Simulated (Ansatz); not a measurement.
C3H5BO can be A, `OCC1=CB1`, or B, `C=C1CBO1`.

Gas-phase electronic energies from Ansatz, PBE0-D4/def2-TZVP geometries. CBS: MP2 limit from def2 TZ/QZ plus the TZ coupled-cluster correction, frozen cores. Functionals use def2-TZVPP. B3LYP here is the variant with VWN-RPA as its local correlation; programs differ in this. One conformer a species, not always the lowest.

Which is lower in electronic energy at CCSD(T)/CBS, and by how much? (Best estimate.)

Computed: B, by 154.4 kJ/mol.

Give E(B) − E(A) in kJ/mol with ωB97M-V, CCSD/def2-TZVPP, B3LYP-D4, CCSD(T)/def2-SVP, LDA (SPW92), BLYP-D4, r2SCAN-D4. (Best estimate.)

The calculation gave: ωB97M-V -150.4, CCSD/def2-TZVPP -154.7, B3LYP-D4 -151.8, CCSD(T)/def2-SVP -165.0, LDA (SPW92) -162.4, BLYP-D4 -155.5, r2SCAN-D4 -151.6. None reverses the order clearly.

Does the order hold for the free energy at 298.15 K (harmonic terms from PBE0-D4)? (An estimate is asked.)

Computed: Yes: G(B) − G(A) = -149.9 kJ/mol, for one conformer each.

Largest T1 diagnostic: 0.014.

At CCSD(T), def2-SVP lies −10.6 kJ/mol from the extrapolated value and def2-TZVPP −3.1 kJ/mol. From PBE to PBE0 (25 % exact exchange), in def2-TZVPP and without D4, E(B) − E(A) moves by +4.5 kJ/mol.
